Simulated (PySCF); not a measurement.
PySCF job for cyclohexanone (C6H10O), SMILES O=C1CCCCC1, C-PCM-ωB97X/def2-SVP. The structure is a stationary point at ωB97X-D3(BJ)/def2-SVP. Other conformers were not sampled.

```python
import numpy as np
from pyscf import gto, scf, dft
from pyscf.solvent import pcm

mol = gto.M(
    atom='''
    O     2.29609934   -0.34253333    0.00000000
    C     1.15702426    0.06376421   -0.00000000
    C     0.38923641    0.34433569   -1.28250158
    C    -1.01239164   -0.28395906   -1.26113245
    C    -1.78496562    0.11136921   -0.00000000
    C    -1.01239165   -0.28395905    1.26113246
    C     0.38923641    0.34433569    1.28250158
    H     0.29387639    1.44253862   -1.36896977
    H     0.99451834   -0.00808010   -2.13010423
    H    -1.56669454    0.01071278   -2.16661667
    H    -0.91545706   -1.38355110   -1.29654196
    H    -2.78022310   -0.36202256    0.00000000
    H    -1.95554696    1.20372858    0.00000000
    H    -1.56669453    0.01071278    2.16661667
    H    -0.91545706   -1.38355111    1.29654196
    H     0.99451834   -0.00808010    2.13010423
    H     0.29387639    1.44253863    1.36896976
    ''',
    basis='def2-SVP',
    charge=0,
    spin=0,
    max_memory=1600,
    verbose=3,
)
mf = dft.RKS(mol, xc='wb97x').density_fit(auxbasis='def2-universal-jkfit')
mf.grids.level = 3
mf.conv_tol = 1e-9
mf.max_cycle = 100
mf.kernel()
res = {}
for name, eps in {'water': 78.355, 'chlorobenzene': 5.6968, 'methanol': 32.613}.items():
    s = mf.PCM()
    s.with_solvent.method, s.with_solvent.eps, s.with_solvent.lebedev_order = 'C-PCM', eps, 17
    s.kernel(mf.make_rdm1())
    res[name] = (s.e_tot, eps, s.dip_moment(), s.mo_energy, s.converged)
    print(f'{name}: electrostatic solvation free energy {(s.e_tot - mf.e_tot) * 627.509474:.3f} kcal/mol')
```

Output:

```
converged SCF energy = -309.592717396889

WARN: PCM is an experimental feature. It is still in testing.
Features and APIs may be changed in the future.

converged SCF energy = -309.600453908587
Dipole moment(X, Y, Z, Debye): -3.75762,  1.24317,  0.00000
water: electrostatic solvation free energy -4.855 kcal/mol

WARN: PCM is an experimental feature. It is still in testing.
Features and APIs may be changed in the future.

converged SCF energy = -309.598979809277
Dipole moment(X, Y, Z, Debye): -3.59271,  1.16437,  0.00000
chlorobenzene: electrostatic solvation free energy -3.930 kcal/mol

WARN: PCM is an experimental feature. It is still in testing.
Features and APIs may be changed in the future.

converged SCF energy = -309.600287033518
Dipole moment(X, Y, Z, Debye): -3.73870,  1.23397,  0.00000
methanol: electrostatic solvation free energy -4.750 kcal/mol
```

Self-consistency was reached.

Cost: around 3 core-minutes (rough).
